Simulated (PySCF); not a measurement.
C4H3Cl2F, SMILES C#C[C@H](F)C(Cl)Cl. Geometry optimised at B3LYP-D3(BJ)/def2-SVP. The structure was generated by enumeration; whether it is a known compound was not checked. Other conformers were not sampled.

### Question
Give the equilibrium geometry at B3LYP-D3(BJ)/def2-SVP (PySCF confirms it by a frequency run) as a Z-matrix. (Estimate from the structure and the level; the computed values follow.)

### Answer
Several could match; the one computed here: 
```
C
F 1 1.3815
H 1 1.1050 2 107.84
C 1 1.4613 3 109.56 2 -120.90
C 4 1.2087 3 149.45 1 -179.81
H 5 1.0742 3 160.91 1 179.78
C 1 1.5364 3 106.73 2 115.14
H 7 1.0961 1 108.86 3 -62.09
Cl 7 1.7822 8 107.07 1 120.82
Cl 7 1.7890 8 107.49 1 -118.51
```
Charge 0, spin multiplicity 1.
